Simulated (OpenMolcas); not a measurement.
# Pr4+: effect of the metal basis and ligand basis

Pr4+ with 6 ligands (fluoride) in octahedral coordination (Oh) at 2.16 Å. A charge of +0.333 e stands 2.6 Å behind each ligand.

- Program: OpenMolcas 26.06
- Method: SS-CASPT2, IPEA 0.25 Eh, imaginary shift 0.1 Eh (closed shells correlated: 5s 5p and the ligand valence shells)
- Spin-orbit coupling: state interaction with AMFI integrals over the reference wave functions

Fixed: active space 1 electron in 7 orbitals (4f), DKH2 Hamiltonian.

States (labels of O, the rotations of Oh). Energies in cm-1 above the lowest state or level, χT in cm3 K/mol.

| Run | Metal basis | Ligand basis | Ground state | First state of that spin | First gap with spin-orbit (degeneracies) | Width of lowest J | χT at 300 K | Cost |
| --- | --- | --- | --- | --- | --- | --- | --- | --- |
| A | ANO-RCC-VDZP | ANO-RCC-VDZP | 2A2 | 2T2 840 | 1470 (2, 4) | 1474 | 0.301 | roughly 27 core-seconds |
| B | ANO-RCC-VTZP | ANO-RCC-VTZP | 2A2 | 2T2 950 | 1550 (2, 4) | 1548 | 0.288 | roughly 3 core-minutes |

Against A, the width of the lowest J multiplet changes by +5.0 % in B.

Costs are those of the CASPT2 steps.

Roots that are degenerate in the reference are averaged as groups; the widest CASPT2 spread within a group is 140 cm-1 (the 3-fold group of multiplicity 2 near 3170 cm-1 above the lowest state of its run, A). Shifts and gaps below about the spread of the groups concerned are not significant. Over all roots computed the reference weight is 0.71 in A, 0.70 in B; a low but even weight reflects the number of correlated electrons. Splittings of an f shell from a small cluster at a set distance can be off by tens of per cent, mostly too small. No measured value stands beside these numbers; the geometry is a model, was not optimised and need not be the one that this ion takes.
